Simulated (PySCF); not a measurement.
**Be⁺: ionisation energy**

Be⁺ [He] 2s1 (2S) → Be²⁺ 1s2 (1S), as a difference of total energies. Calculation: PySCF 2.14, in dyall-acv3z (15s9p4d2f, 76 functions); no relativity, point nucleus. Correlated levels: valence and next inner shell: nothing frozen; virtual orbitals above 40 to 60 times the deepest correlated orbital energy dropped. The calculations carry no spin-orbit coupling.

| method | ionisation energy (eV) |
| --- | --- |
| UHF | 18.127 |
| MP2 (valence and next inner shell) | 18.192 |
| SCS-MP2 (valence and next inner shell) | 18.184 |
| CCSD (valence and next inner shell) | 18.200 |
| CCSD(T) (valence and next inner shell) | 18.201 |

Question: How much does correlation contribute at CCSD(T) (valence and next inner shell)?

Answer: 18.201 − (18.127) = 0.074 eV, measured against UHF.

Errors of the correlated levels include the incompleteness of this basis.

For comparison: 18.211 eV (measured; NIST Atomic Spectra Database, ionization energies).
